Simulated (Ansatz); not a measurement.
A single point on `[OH][In-]([OH])([OH])[NH2+][SiH3]`.

```yaml
crystal:
  periodic: [false, false, false]
  atoms:
    - {symbol: O, position_ang: [-2.102609, -1.676428, 0.524725]}
    - {symbol: In, position_ang: [-0.505109, -0.619093, 1.091129]}
    - {symbol: O, position_ang: [1.321944, -1.362340, 0.727011]}
    - {symbol: O, position_ang: [-0.702377, 0.801483, 2.482750]}
    - {symbol: N, position_ang: [-0.411740, 0.817848, -0.719038]}
    - {symbol: Si, position_ang: [1.121222, 0.693789, -1.626473]}
    - {symbol: H, position_ang: [-1.882677, -2.589699, 0.328980]}
    - {symbol: H, position_ang: [1.946925, -1.170028, 1.429204]}
    - {symbol: H, position_ang: [-1.507089, 0.705116, 2.996194]}
    - {symbol: H, position_ang: [-0.567750, 1.734902, -0.310012]}
    - {symbol: H, position_ang: [-1.230561, 0.588760, -1.274996]}
    - {symbol: H, position_ang: [2.209386, 1.100600, -0.716598]}
    - {symbol: H, position_ang: [1.066430, 1.635459, -2.778156]}
    - {symbol: H, position_ang: [1.231007, -0.689669, -2.126019]}
basis:
  gaussian: {orbitals: def2-TZVPP}
hamiltonian: {xc: pbe}
correlation: {method: rpa}
```

```sh
$ ansatz run in.yaml --threads 4 --pin off --events-out ev --progress --plain --max-ram 11315MiB
```

Output, abridged:

```
Functional definition: PBE
2136 factors; integrals over basis functions are off by at most 8.6e-4 eV
mean field evaluation 1: about -20777.0173 eV, gradient 1.3e2 eV
mean field evaluation 2: about -20777.0092 eV, gradient 1.3e2 eV
mean field evaluation 4: about -20799.4405 eV, gradient 5.5e1 eV
mean field evaluation 8: about -20806.7358 eV, gradient 1.2e0 eV
mean field evaluation 16: about -20806.7363 eV, gradient 1.3e-3 eV
mean field -20806.73626190 eV, -764.6334543124 hartree, gradient 4.3e-6 eV, S^2 0.000000; 1 other end points of the search recorded, 0 dependent functions left out
13 core orbitals not correlated: weight in the atoms' cores, before any rotation towards them, 1.000 or more for the frozen orbitals, at most 0.000 for the correlated occupied ones
reference -20734.40335935 eV, -761.9752691727 hartree; 24, 24 occupied and 291, 291 virtual orbitals, 2136 factors
Total energy: -20792.59579667 eV, -764.1138017999 hartree
```

Hardware: 4 threads of an Arm Neoverse V2 on a shared host. Wall time 14 s, peak host memory 1.1 GiB.
